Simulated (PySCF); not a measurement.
## methyl furan-3-carboxylate (c1c(C(OC)=O)coc1, C₆H₆O₃)

Geometry (Å), atoms numbered from 1 in this order:
```xyz
15

C    -2.6599   -0.0509   -0.1204
O    -1.2653    0.1877   -0.1528
C    -0.4949   -0.8258    0.2649
O    -0.9361   -1.8805    0.6484
C     0.9323   -0.4860    0.1944
C     1.5631    0.7289   -0.2341
C     2.8986    0.5137   -0.1014
O     3.1304   -0.7345    0.3731
C     1.9476   -1.3325    0.5500
H    -3.1386    0.8690   -0.4757
H    -2.9950   -0.2852    0.9009
H    -2.9291   -0.8958   -0.7719
H     1.0682    1.6288   -0.5891
H     3.7782    1.1222   -0.2937
H     1.9496   -2.3507    0.9296
```

Method used: quadratic response CAM-B3LYP/aug-cc-pVDZ first hyperpolarisability, Taylor convention, gas phase (PySCF 2.14.0). Geometry: PBE0-D3(BJ)/def2-SVP.

(1) Give the tensor of the static β(0;0,0) in the axes of these coordinates.

Answers

(1) In au, Taylor convention; rows are the first index (the induced dipole):
|  | xx | yy | zz | xy | xz | yz |
| --- | --- | --- | --- | --- | --- | --- |
| x | +190.4 | -38.8 | -2.4 | -2.7 | +8.1 | +17.1 |
| y | -2.7 | +0.1 | -9.6 | -38.8 | +17.1 | -15.8 |
| z | +8.1 | -15.8 | +18.4 | +17.1 | -2.4 | -9.6 |

Norm of βᵢ = ⅓ Σⱼ (βᵢⱼⱼ + βⱼᵢⱼ + βⱼⱼᵢ): 150.0 au, hyper-Rayleigh value 76.9 au.
